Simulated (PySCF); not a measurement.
**Solvent effects on NMR parameters**

Atoms are numbered as in `[CH2:1]=[CH:2][P:3]([CH:4]=[CH2:5])[C:6]([CH3:7])([CH3:8])[CH3:9]`. Hydrogens are named by the atom that carries them. Ha(C1), Ha(C5) are cis to P3; Hb(C1), Hb(C5) are trans to P3.

GIAO PBE0/pcSseg-1 in PySCF on one PBE0-D3(BJ)/def2-SVP conformer, non-relativistic, equivalent nuclei averaged. Solvents enter as an IEF-PCM continuum (dichloromethane with ε = 8.9, acetone with ε = 20.5) around the gas-phase geometry. Shifts are referred to TMS computed in the same medium.

Gas phase, δ in ppm: C2/C4 146.2, C1/C5 137.6, C6 32.6, C7/C8/C9 28.6, H(C2)/H(C4) 6.53, Hb(C1)/Hb(C5) 6.20, Ha(C1)/Ha(C5) 5.93, H(C7)/H(C8)/H(C9) 1.05. Dipole moment 1.22 D.

Q: How does each δ change in the continuum?

A: 
```csv
atoms,environment,"Δδ, dichloromethane","Δδ, acetone"
C2/C4,alkene CH,+1.0,+1.1
C1/C5,terminal =CH2 carbon,+2.0,+2.3
C6,fully substituted sp3 carbon bonded to P,+1.7,+1.9
C7/C8/C9,methyl carbon,+0.3,+0.4
H(C2)/H(C4),hydrogen on an alkene CH,+0.14,+0.16
Hb(C1)/Hb(C5),hydrogen on a terminal =CH2 carbon,+0.15,+0.17
Ha(C1)/Ha(C5),hydrogen on a terminal =CH2 carbon,+0.09,+0.10
H(C7)/H(C8)/H(C9),hydrogen on a methyl carbon,+0.02,+0.03
```

Changes are relative to the gas phase. The dipole moment becomes 1.69 D in dichloromethane, 1.77 D in acetone.

Q: Which nuclei move most (in ppm), and what does the model miss?

A: C1/C5 (terminal =CH2 carbon, +2.3 ppm) in acetone. A continuum only polarises the solute; specific hydrogen bonds, the anisotropy of aromatic solvents and changes of geometry or conformer are outside it.
